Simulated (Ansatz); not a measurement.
Ge2Se2F4⁺, that is cyclo-(F2GeSe)2 with one electron fewer, relaxed as a doublet with UKS r2SCAN-D4/def2-SVP in Ansatz, starting from the r2SCAN-D4/def2-SVP geometry of the neutral singlet. Force threshold 0.02 eV/Å.

Start:

```csv
atom,x (Å),y (Å),z (Å)
Ge1,-0.629,-1.155,0.662
F2,-0.845,-2.761,0.072
F3,-1.342,-1.247,2.230
Se4,1.618,-0.478,0.705
Ge5,0.630,1.154,-0.662
F6,0.842,2.759,-0.067
F7,1.343,1.252,-2.229
Se8,-1.617,0.475,-0.709
```

Task: Estimate the energy that the relaxation releases and the steps that it takes.

Result: 0.21 eV, in 19 steps; 2.3 min on 4 threads of Arm Neoverse V2 on a shared host. The force fell under the threshold at step 5, but the optimiser went on and released 0.060 eV more. No frequencies were taken in this run, so the end may be a saddle point.

Task: Does the start keep its bonding and symmetry?

Result: By distances, no bond broke or formed. The bond that changes most is Ge1–Ge5, from 2.94 to 3.03 Å (atoms count from 1). Point group D2h at the start, C2v at the end, both within 0.05 Å.

Task: Predict the relaxed structure.

Result: 
Cartesian coordinates in Å:
```
Ge -0.644 -1.205 0.660
F -1.105 -2.840 0.612
F -1.095 -0.525 2.155
Se 1.648 -0.850 0.086
Ge 0.654 1.174 -0.704
F 0.486 2.375 0.491
F 1.439 1.825 -2.063
Se -1.384 0.045 -1.237
```
Bond lengths: 4 × F–Ge 1.70 Å; 4 × Ge–Se 2.39 Å.
